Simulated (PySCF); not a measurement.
Computed with PySCF 2.14.0 with PBE-D3(BJ)/def2-TZVP // BP86-D3(BJ)/def2-SVP. Gas-phase values, no solvent. One relaxed conformer stands for a flexible species; it need not be the lowest. 

Reference species: [Ta(Cl)5] (neutral, multiplicity 1).

HOMO–LUMO gap: 3.36 eV
coordination number: 5
charge on the central atom (Mulliken): 1.01 e
HOMO: -7.84 eV

After one change: the HOMO–LUMO gap increases by 0.51 eV; the coordination number stays essentially unchanged; the charge on the central atom (Mulliken) rises by 0.10 e; the HOMO rises by 0.35 eV.

Task: Which change was made? The new species is one of these.
(A) [Ta(Cl)2(OH)3]
(B) [Ta(Cl)4(OH)]
(C) [Ta(OH)5]

Result: B, [Ta(Cl)4(OH)]
